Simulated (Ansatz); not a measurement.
Relaxation of a periodic cell of 22 atoms, BH$_{3}$C$_{18}$ (surface graphene monolayer, adsorbate BH3), to a largest force component of 0.03 eV/Å in at most 60 steps.

Theory: DFT PBEsol, scalar-relativistic, plane waves, PAW (Ansatz 0.2.0). Settings: PAW set soft_1, cutoff 420 eV, k mesh 2x2x1, fermi-dirac smearing 0.05 eV, no spin polarisation.

```xyz
22
Lattice="7.3980 0.0000 0.0000 -3.6990 6.4069 0.0000 0.0000 0.0000 13.0000" Properties=species:S:1:pos:R:3
C 0.000 0.000 1.000
C 1.233 0.712 1.000
C -1.233 2.136 1.000
C 0.000 2.847 1.000
C -2.466 4.271 1.000
C -1.233 4.983 1.000
C 2.466 0.000 1.000
C 3.699 0.712 1.000
C 1.233 2.136 1.000
C 2.466 2.847 1.000
C 0.000 4.271 1.000
C 1.233 4.983 1.000
C 4.932 0.000 1.000
C 6.165 0.712 1.000
C 3.699 2.136 1.000
C 4.932 2.847 1.000
C 2.466 4.271 1.000
C 3.699 4.983 1.000
B 0.491 0.431 2.490
H 1.427 1.165 2.668
H -0.614 0.874 2.668
H 0.659 -0.748 2.668
```

Problem. Where does it end, and by what steps?

Solution. The run converged. Limits of this set-up: coarse k mesh, slab without dipole correction, PAW files made for another functional. After 11 steps the energy has fallen by 2.896 eV; H21 moved furthest, 1.00 Å. Parted: C1–B19, C2–B19.

```csv
step,energy less start (eV),largest force component (eV/Å),accepted
0,0.0000,3.952,yes
1,-1.5111,2.488,yes
2,-2.2528,1.324,yes
3,-2.5377,0.794,yes
4,-2.6658,0.428,yes
5,-2.7926,0.341,yes
6,-2.8256,0.511,yes
7,-2.8675,0.574,yes
8,-2.8916,0.164,yes
9,-2.8959,0.050,yes
10,-2.8962,0.032,yes
11,-2.8962,0.022,yes
```

```xyz
22
Lattice="7.3980 0.0000 0.0000 -3.6990 6.4069 0.0000 0.0000 0.0000 13.0000" Properties=species:S:1:pos:R:3
C -0.140 -0.054 0.879
C 1.099 0.661 0.957
C -1.368 2.085 0.846
C -0.134 2.798 0.849
C -2.601 4.220 0.846
C -1.366 4.932 0.848
C 2.337 -0.054 0.878
C 3.566 0.660 0.849
C 1.098 2.091 0.878
C 2.332 2.798 0.849
C -0.132 4.222 0.838
C 1.099 4.932 0.841
C 4.797 -0.054 0.839
C 6.030 0.660 0.849
C 3.565 2.085 0.847
C 4.798 2.797 0.841
C 2.329 4.222 0.839
C 3.564 4.932 0.849
B 1.095 0.659 3.163
H 2.132 1.259 3.305
H 0.056 1.257 3.303
H 1.096 -0.540 3.303
```

Run time: 70 s on 1 thread of Arm Neoverse V2, on a shared host, peak memory 0.67 GiB.
